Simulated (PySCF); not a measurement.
Species: C8H16Si.
SMILES with atom numbers: `[CH2:1]=[C:2]1[CH2:3][CH2:4][CH2:5][C@@H:6]([CH2:7][SiH3:8])[CH2:9]1` (hydrogens: H10, H11 on C1; H12, H13 on C3; H14, H15 on C4; H16, H17 on C5; H18 on C6; H19, H20 on C7; H21, H22, H23 on Si8; H24, H25 on C9)

Geometry (PBE0-D3(BJ)/def2-SVP, Å), atoms numbered from 1 in this order:
```xyz
25
C8H16Si angstrom
C     -2.062    1.518    1.652
C     -1.651    0.782    0.614
C     -2.500   -0.284   -0.018
C     -1.759   -1.622   -0.047
C     -0.394   -1.483   -0.709
C      0.470   -0.416   -0.035
C      1.837   -0.291   -0.708
Si     3.055    0.911    0.096
C     -0.282    0.922    0.007
H     -3.059    1.390    2.082
H     -1.416    2.278    2.102
H     -3.463   -0.376    0.507
H     -2.727    0.015   -1.059
H     -1.627   -1.979    0.989
H     -2.364   -2.382   -0.566
H      0.137   -2.449   -0.700
H     -0.525   -1.211   -1.773
H      0.628   -0.731    1.014
H      2.329   -1.279   -0.734
H      1.711    0.010   -1.765
H      3.053    0.737    1.583
H      4.437    0.644   -0.412
H      2.725    2.339   -0.205
H      0.298    1.680    0.557
H     -0.384    1.291   -1.032
```

Method: TDDFT wB97X-D/def2-SVPD, vertical, gas phase, core orbitals frozen in the response in PySCF.

Transition dipole moments from the ground state, in atomic units and in the frame of the coordinates above (overall signs are arbitrary), for the states with f of 0.002 or more among the lowest 8:

```tsv
state	E (eV)	μx	μy	μz
S1	7.010	-0.632	0.869	1.002
S2	7.204	0.135	-0.084	-0.639
S4	8.061	-0.273	-0.172	0.006
S5	8.141	0.042	-0.083	0.052
S6	8.188	0.282	-0.591	-0.203
S7	8.289	-0.287	0.036	-0.265
S8	8.325	0.060	0.080	-0.108
```

Task: What oscillator strength does each state have?

Result: f = (2/3) ΔE |μ|² with ΔE in hartree (27.2114 eV).

```json
{"state": "S1", "|μ|² (au)": "2.158", "|μ| (D)": "3.73", "f": "0.371"}
{"state": "S2", "|μ|² (au)": "0.433", "|μ| (D)": "1.67", "f": "0.076"}
{"state": "S4", "|μ|² (au)": "0.104", "|μ| (D)": "0.82", "f": "0.021"}
{"state": "S5", "|μ|² (au)": "0.011", "|μ| (D)": "0.27", "f": "0.002"}
{"state": "S6", "|μ|² (au)": "0.470", "|μ| (D)": "1.74", "f": "0.094"}
{"state": "S7", "|μ|² (au)": "0.154", "|μ| (D)": "1.00", "f": "0.031"}
{"state": "S8", "|μ|² (au)": "0.022", "|μ| (D)": "0.38", "f": "0.004"}
```

Task: Which bond between heavy atoms lies closest to the direction of the S1 transition dipole?

Result: C1–C2, at 9° from it; next C6–C9 and C3–C4 at 42°.

Task: What angle do the transition dipoles of S4 and S6 make?

Result: |cos θ| = |μa·μb| / (|μa| |μb|) = 0.11, so θ ≈ 84° (taken between 0 and 90°, since the signs are arbitrary).

Task: How is the summed strength of these states shared among x, y and z?

Result: (2/3) Σ ΔE μα² gives 0.120 for x, 0.210 for y and 0.270 for z, 0.600 in all.

Task: What peak molar absorption coefficient would the strongest computed level give as a lone Gaussian band 0.3 eV wide at half height?

Result: ε(max) = 2.175×10⁸ f / FWHM, with the width in cm⁻¹. S1: 2.175×10⁸ × 0.3707 / 2420 ≈ 33000 L mol⁻¹ cm⁻¹.

All these states lie below the vertical ionisation energy of 8.98 eV (ΔSCF).

One conformer stands for the species.
